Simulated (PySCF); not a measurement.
PySCF input file for BrClFHOSi, SMILES O[Si](F)(Cl)Br, TDA-PBE/def2-SVPD. Coordinates come from a B3LYP-D3(BJ)/def2-SVP optimisation. This is a generated structure with no PubChem entry under its InChIKey; it may be hypothetical. Other conformers were not sampled.

```python
import numpy as np
from pyscf import gto, scf, dft, tdscf

mol = gto.M(
    atom='''
    O    -1.64754213   -1.15624383   -0.48796853
    Si   -0.27525082   -0.60240873    0.20687279
    F    -0.33081907   -0.78375686    1.80721030
    Cl    1.27585145   -1.71072081   -0.50736686
    Br    0.02189898    1.55530488   -0.17753397
    H    -2.44471889   -0.61593203   -0.41843835
    ''',
    basis='def2-SVPD',
    charge=0,
    spin=0,
    max_memory=1600,
    verbose=4,
)
mf = dft.RKS(mol, xc='pbe').density_fit(auxbasis='def2-universal-jkfit')
mf.grids.level = 3
mf.conv_tol = 1e-9
mf.max_cycle = 100
mf.kernel()
mf.grids = dft.Grids(mol).set(level=1).build(with_non0tab=True)  # coarser grid for the response kernel
td = tdscf.TDA(mf)
td.singlet = True
td.nstates = 10
td.conv_tol = 1e-4
td.positive_eig_threshold = 1e-6
td.kernel(x0=td.get_init_guess(mf, 15))
td.analyze()
tt = tdscf.TDA(mf)
tt.singlet = False
tt.nstates = 4
tt.conv_tol = 1e-4
tt.positive_eig_threshold = 1e-6
tt.kernel(x0=tt.get_init_guess(mf, 9))
tt.analyze(verbose=3)
```

Program output:

```
PySCF version 2.14.0

[INPUT] verbose = 4
[INPUT] num. atoms = 6
[INPUT] num. electrons = 84
[INPUT] charge = 0
[INPUT] spin (= nelec alpha-beta = 2S) = 0
[INPUT] symmetry False subgroup None
[INPUT] Mole.unit = angstrom
[INPUT] Symbol           X                Y                Z      unit          X                Y                Z       unit  Magmom
[INPUT]  1 O     -1.647542130000  -1.156243830000  -0.487968530000 AA   -3.113403404383  -2.184984171918  -0.922126879107 Bohr   0.0
[INPUT]  2 Si    -0.275250820000  -0.602408730000   0.206872790000 AA   -0.520148665362  -1.138387514747   0.390932915725 Bohr   0.0
[INPUT]  3 F     -0.330819070000  -0.783756860000   1.807210300000 AA   -0.625157439083  -1.481085813649   3.415132516493 Bohr   0.0
[INPUT]  4 Cl     1.275851450000  -1.710720810000  -0.507366860000 AA    2.411009816129  -3.232793806494  -0.958784410081 Bohr   0.0
[INPUT]  5 Br     0.021898980000   1.555304880000  -0.177533970000 AA    0.041383074607   2.939100263400  -0.335490581107 Bohr   0.0
[INPUT]  6 H     -2.444718890000  -0.615932030000  -0.418438350000 AA   -4.619849153651  -1.163942848047  -0.790733881515 Bohr   0.0

nuclear repulsion = 529.522207729322
number of shells = 58
number of NR pGTOs = 246
number of NR cGTOs = 146
basis = def2-SVPD
ecp = {}


[settings echo left out]
init E= -3497.58476256086
  HOMO = -0.311447104541253  LUMO = -0.0715187710697758  gap/eV = 6.52878
cycle= 1 E= -3498.0230085291  delta_E= -0.438  |g|= 0.907  |ddm|= 3.48
  HOMO = -0.176856356700048  LUMO = -0.0619215528293755  gap/eV = 3.12754
cycle= 2 E= -3497.3597070685  delta_E= 0.663  |g|= 2.04  |ddm|= 2.75
  HOMO = -0.2687924160242  LUMO = -0.0602939535072413  gap/eV = 5.67353
cycle= 3 E= -3498.16704842943  delta_E= -0.807  |g|= 0.176  |ddm|= 2.06
  HOMO = -0.29019928639435  LUMO = -0.0610802206132726  gap/eV = 6.23465
cycle= 4 E= -3498.1725192997  delta_E= -0.00547  |g|= 0.125  |ddm|= 0.378
  HOMO = -0.290066913922866  LUMO = -0.063215319194506  gap/eV = 6.17295
cycle= 5 E= -3498.17566532788  delta_E= -0.00315  |g|= 0.0303  |ddm|= 0.137
  HOMO = -0.286938869572435  LUMO = -0.0614246848927928  gap/eV = 6.13655
cycle= 6 E= -3498.17582475708  delta_E= -0.000159  |g|= 0.0132  |ddm|= 0.0432
  HOMO = -0.287207820143991  LUMO = -0.0613566424463703  gap/eV = 6.14572
cycle= 7 E= -3498.17585532179  delta_E= -3.06e-05  |g|= 0.00298  |ddm|= 0.0153
  HOMO = -0.28727511250403  LUMO = -0.0615696076296222  gap/eV = 6.14176
cycle= 8 E= -3498.17585762993  delta_E= -2.31e-06  |g|= 0.00085  |ddm|= 0.00477
  HOMO = -0.287254476568276  LUMO = -0.0615384685914151  gap/eV = 6.14205
cycle= 9 E= -3498.17585780466  delta_E= -1.75e-07  |g|= 0.000121  |ddm|= 0.00123
  HOMO = -0.287240131904842  LUMO = -0.0615354786161779  gap/eV = 6.14174
cycle= 10 E= -3498.17585780764  delta_E= -2.97e-09  |g|= 7.36e-05  |ddm|= 0.000274
  HOMO = -0.28724756270129  LUMO = -0.0615369093622804  gap/eV = 6.14190
cycle= 11 E= -3498.1758578091  delta_E= -1.47e-09  |g|= 1.58e-05  |ddm|= 0.000118
  HOMO = -0.287246878257337  LUMO = -0.0615370476425192  gap/eV = 6.14188
cycle= 12 E= -3498.17585780916  delta_E= -6.28e-11  |g|= 3.97e-06  |ddm|= 2.39e-05
  HOMO = -0.287247073877504  LUMO = -0.0615369882631307  gap/eV = 6.14188
Extra cycle  E= -3498.17585780916  delta_E= 5.46e-12  |g|= 5.38e-06  |ddm|= 1.21e-05
converged SCF energy = -3498.17585780916
tot grids = 33016
Overwritten attributes  positive_eig_threshold  of <class 'pyscf.tdscf.rks.TDA'>


******** <class 'pyscf.tdscf.rks.TDA'> for <class 'pyscf.df.df_jk.DFRKS'> ********
nstates = 10 singlet
deg_eia_thresh = 1.000e-03
wfnsym = None
conv_tol = 0.0001
eigh lindep = 1e-12
eigh level_shift = 0
eigh max_cycle = 100


Excitation energies (eV)
[6.32593564 6.3284183  6.95654459 7.14195857 7.21441428 7.3111397
 7.65231526 7.82384099 7.8956401  7.9503235 ]

** Singlet excitation energies and oscillator strengths **
Excited State   1:      6.32594 eV    195.99 nm  f=0.0183
      41 -> 43        0.58322
      42 -> 43       -0.38656
Excited State   2:      6.32842 eV    195.92 nm  f=0.0268
      41 -> 43        0.38963
      42 -> 43        0.58211
Excited State   3:      6.95654 eV    178.23 nm  f=0.0044
      40 -> 43       -0.70065
Excited State   4:      7.14196 eV    173.60 nm  f=0.0017
      41 -> 44       -0.69066
      42 -> 44        0.10993
Excited State   5:      7.21441 eV    171.86 nm  f=0.0009
      39 -> 43       -0.28408
      42 -> 44        0.62476
Excited State   6:      7.31114 eV    169.58 nm  f=0.0408
      38 -> 43       -0.13082
      39 -> 43       -0.62060
      42 -> 44       -0.23915
Excited State   7:      7.65232 eV    162.02 nm  f=0.0256
      37 -> 43        0.12698
      38 -> 43        0.63815
      40 -> 44        0.18780
      41 -> 45       -0.15195
Excited State   8:      7.82384 eV    158.47 nm  f=0.0080
      37 -> 43       -0.12503
      38 -> 43        0.17936
      40 -> 44       -0.65471
      41 -> 45       -0.11628
Excited State   9:      7.89564 eV    157.03 nm  f=0.0031
      41 -> 45       -0.24195
      42 -> 45       -0.65216
Excited State  10:      7.95032 eV    155.95 nm  f=0.0183
      37 -> 43       -0.46456
      40 -> 44        0.12788
      41 -> 45       -0.42184
      41 -> 46       -0.16003
      42 -> 45        0.18269
      42 -> 46        0.15643

** Transition electric dipole moments (AU) **
state          X           Y           Z        Dip. S.      Osc.
  1        -0.1091      0.2392      0.2218      0.1183      0.0183
  2         0.3967     -0.1037      0.0710      0.1731      0.0268
  3        -0.1084     -0.0905     -0.0776      0.0260      0.0044
  4        -0.0620      0.0274     -0.0705      0.0096      0.0017
  5         0.0187      0.0183      0.0652      0.0049      0.0009
  6        -0.2684     -0.3923      0.0407      0.2276      0.0408
  7         0.0198     -0.2514      0.2700      0.1365      0.0256
  8        -0.0927     -0.1636      0.0795      0.0417      0.0080
  9        -0.1033     -0.0528     -0.0509      0.0161      0.0031
 10         0.0436     -0.2218     -0.2067      0.0938      0.0183

** Transition velocity dipole moments (imaginary part, AU) **
state          X           Y           Z        Dip. S.      Osc.
  1        -0.0221      0.0469      0.0546      0.0057      0.0163
  2         0.0810     -0.0243      0.0184      0.0075      0.0215
  3        -0.0250     -0.0215     -0.0269      0.0018      0.0047
  4        -0.0127      0.0045     -0.0006      0.0002      0.0005
  5        -0.0184     -0.0090      0.0209      0.0009      0.0022
  6        -0.0674     -0.0863      0.0134      0.0122      0.0302
  7         0.0115     -0.0509      0.0673      0.0073      0.0172
  8        -0.0149     -0.0462      0.0219      0.0028      0.0066
  9        -0.0228     -0.0130     -0.0184      0.0010      0.0024
 10         0.0088     -0.0556     -0.0572      0.0064      0.0147

** Transition magnetic dipole moments (imaginary part, AU) **
state          X           Y           Z
  1        -0.2034      0.0263     -0.0572
  2        -0.0943      0.0529      0.2596
  3        -0.1052     -0.3149      0.1351
  4         0.3500     -0.0160     -0.1267
  5         0.0971      0.0922      0.5617
  6        -0.0173     -0.0303     -0.1550
  7         0.1413     -0.0359     -0.1895
  8         0.0043     -0.2877     -0.0724
  9         0.0254      0.2471     -0.4749
 10        -0.0636      0.1477     -0.0113


******** <class 'pyscf.tdscf.rks.TDA'> for <class 'pyscf.df.df_jk.DFRKS'> ********
nstates = 4 triplet
deg_eia_thresh = 1.000e-03
wfnsym = None
conv_tol = 0.0001
eigh lindep = 1e-12
eigh level_shift = 0
eigh max_cycle = 100


Excitation energies (eV)
[5.96138263 5.97517595 6.69036437 6.89850853]

** Triplet excitation energies and oscillator strengths **
Excited State   1:      5.96138 eV    207.98 nm  f=0.0000
Excited State   2:      5.97518 eV    207.50 nm  f=0.0000
Excited State   3:      6.69036 eV    185.32 nm  f=0.0000
Excited State   4:      6.89851 eV    179.73 nm  f=0.0000
```

Self-consistency was reached.

Cost: roughly 40 core-seconds.
